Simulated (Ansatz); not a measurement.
`CBC1=CB1` + NH₃ → `CBN` + `B1C=C1` at 298.15 K and 1 bar (ligand exchange at a B–C bond).

Computed with Ansatz on PBE0-D4/def2-TZVP structures; ΔE is electronic, products minus reactants. CCSD(T)/CBS is the MP2 limit (def2-TZVPP, def2-QZVPP) plus CCSD(T) − MP2 in def2-TZVPP, frozen cores. This one scheme is used for every species. One conformer a species, not always the lowest.

```
   species  CCSD(T)/CBS energy (Eh)  H − E (kJ/mol)  S (J/(mol·K))
`CBC1=CB1`               -167.30439           234.3          327.0
       NH₃                -56.50880           100.5          192.4
     `CBN`               -121.21267           215.9          273.6
  `B1C=C1`               -102.63332           121.3          240.1
```

H − E and S are ideal-gas, rigid-rotor, harmonic terms from PBE0-D4/def2-TZVP, for one conformer and one mirror image of each species. 1 Eh = 2625.50 kJ/mol, R = 8.31446 J/(mol·K).

By hand: ΔE, ΔH, ΔS and ΔG.

ΔE = (-121.21267) + (-102.63332) − (-167.30439) − (-56.50880) = -0.03280 Eh = -86.1 kJ/mol. Δ(H − E) = 215.9 + 121.3 − 234.3 − 100.5 = 2.4, so ΔH = -83.7 kJ/mol. ΔS = 273.6 + 240.1 − 327.0 − 192.4 = -5.7 J/(mol·K). ΔG = -83.7 − 298.15 × (-5.7)/1000 = -82.0 kJ/mol.

By hand: the equilibrium constant, and the temperature at which ΔG would vanish if ΔH and ΔS stayed fixed.

log₁₀ K = −ΔG/(RT ln 10) = 14.4. ΔG = 0 at ΔH/ΔS = 14684 K, far beyond where these terms or the molecules hold.

The number of gas molecules stays the same, so ΔS is small and ΔH decides. A doubt of 5 kJ/mol in ΔE shifts log₁₀ K by 0.9 here. Other conformers and mirror images would add mixing entropy, several J/(mol·K) or more a flexible species. These are equilibria of isolated gas molecules and say nothing of rates. Largest T1 diagnostic: 0.012 (customary marks: 0.02 for closed shells, 0.045 for open ones).
